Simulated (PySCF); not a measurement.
## Radial density of N³⁺ (nitrogen, charge +3)

UHF, [He] 2s2, closed-shell 1S. Calculation: PySCF 2.14, in cc-pV5Z; no relativity, point nucleus.

```tsv
r (bohr)	4πr²ρ (e/bohr)
0.00357	0.03209
0.00600	0.08780
0.0101	0.2345
0.0170	0.6030
0.0285	1.451
0.0480	3.132
0.0807	5.631
0.136	7.459
0.228	5.926
0.384	2.212
0.646	1.557
1.09	1.845
1.83	0.4239
3.08	0.008280
```
